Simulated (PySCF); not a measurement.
Gas-phase reaction: Si2O(OH)6 ⇌ 2 SiH + 2 H2O + 5 O

Energies from PySCF, thermal terms from the rigid-rotor harmonic-oscillator model, ideal gas at 1 bar. † marks an energy on the PBE0/def2-TZVP geometry and frequencies; other levels use their own. CCSD(T) freezes the core. 6-31G* has spherical d functions here. Open shells (unrestricted): SiH (multiplicity 2, electronic degeneracy 4), O (multiplicity 3, electronic degeneracy 9); the rest are closed-shell singlets. Spin-orbit splitting is ignored; it lowers the true energy and changes the entropy of SiH, O. B3LYP is the form with VWN-RPA correlation. No R ln 2 is added for the mirror-image form of Si2O(OH)6. Si2O(OH)6: computed as isolated molecules; such fragments, hydroxides, amides, oligomers or adducts are transient or little studied in the gas. CCSD(T) isn't extrapolated to the basis-set limit. The harmonic model lacks anharmonicity and excited electronic states, which grow with temperature; levels with a mode under 35 cm⁻¹ are left out. Internal rotation in Si2O(OH)6 is treated as a harmonic vibration of one conformer, which makes the entropy rough.

```csv
level,"ΔE electronic, kJ","ΔH°(298 K), kJ","ΔS°(298 K), J/K","ΔG°(1000 K), kJ"
B3LYP/6-31G*,3773,3696,1141,2557
B3LYP/def2-TZVP†,3890,3812,1131,2684
CCSD(T)/def2-SVP†,3626,3548,1131,2420
M06-2X/def2-TZVP†,4094,4016,1131,2887
PBE/def2-SVP,4008,3933,1140,2797
PBE0/def2-SVP†,3857,3779,1131,2650
ωB97M-V/def2-TZVP†,4036,3958,1131,2830
ωB97X-V/def2-TZVP†,4025,3947,1131,2819
```
ΔH° is lowest at CCSD(T)/def2-SVP† and highest at M06-2X/def2-TZVP†. No reference value is set beside these.
